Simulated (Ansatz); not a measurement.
`[OH][GeH2][CH2][SiH3]`, charge 0, multiplicity 1.

**Question.** Give a relaxed structure at PBE0-D4/def2-TZVP (Ansatz). (An estimate is asked.)

**Answer.** Computed: 
Z-matrix (Å, degrees):
```
Ge
C 1 1.955
O 1 1.784 2 109.1
H 1 1.544 2 110.2 3 -120.6
H 1 1.535 2 112.3 3 114.6
Si 2 1.868 1 113.4 3 64.9
H 2 1.094 1 107.4 3 -57.0
H 2 1.095 1 108.7 3 -173.1
H 3 0.960 1 112.6 2 -63.1
H 6 1.488 2 110.0 1 66.4
H 6 1.487 2 112.1 1 -172.5
H 6 1.491 2 110.1 1 -52.2
```
This is one stationary point; other conformers may exist.
